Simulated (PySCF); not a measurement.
**Finite-field polarisability of Bi (bismuth, neutral)**

[Xe] 4f14 5d10 6s2 6p3, high-spin 4S determinant. Calculation: PySCF 2.14, in aug-cc-pVQZ-PP with ECP60MDF (7s7p5d3f2g, 92 functions); a scalar-relativistic core potential. Frozen: 5s2 5p6 5d10. Energy changes in a uniform field (μhartree):

| axis | F (au) | HF | MP2 | CCSD | CCSD(T) |
| --- | --- | --- | --- | --- | --- |
| x | 0.002 | -100.405 | -100.847 | -101.271 | -101.551 |
| x | 0.004 | -402.018 | -403.785 | -405.485 | -406.607 |

Problem. Derive α along x at CCSD(T) from the two fields.

Solution. With ΔE = −αF²/2 − γF⁴/24, α = −(16 ΔE(F) − ΔE(2F))/(6F²) = 50.76 bohr³.

Problem. And the mean polarisability at each level?

Solution. HF 50.19, MP2 50.41, CCSD 50.62, CCSD(T) 50.76 bohr³. Reference: 48 ± 4 bohr³ (recommended; Schwerdtfeger and Nagle, table of static dipole polarizabilities (2023 update)).

Spin-orbit coupling is strong in this species (close to jj coupling), so the high-spin LS determinant is a model state, not a physical level.
